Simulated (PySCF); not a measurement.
CH11NOSi3, SMILES C[Si@@H]([SiH3])O[SiH2]N.

Coordinates come from a B3LYP-D3(BJ)/def2-SVP optimisation. The structure was generated by enumeration; whether it is a known compound was not checked. One conformer was computed; it need not be the lowest.

The numbers are results of PySCF with PBE/def2-TZVP, not measurements.

| Property | Value |
|---|---|
| total energy | -1042.73321 hartree |
| highest occupied level | -6.27 eV |
| lowest empty level | -0.68 eV |
| orbital gap | 5.58 eV |
| dipole moment | 0.92 D |
| quadrupole, principal values (traceless, Buckingham form, about the centre of nuclear charge) | -6.83, 1.26, 5.57 D·Å |
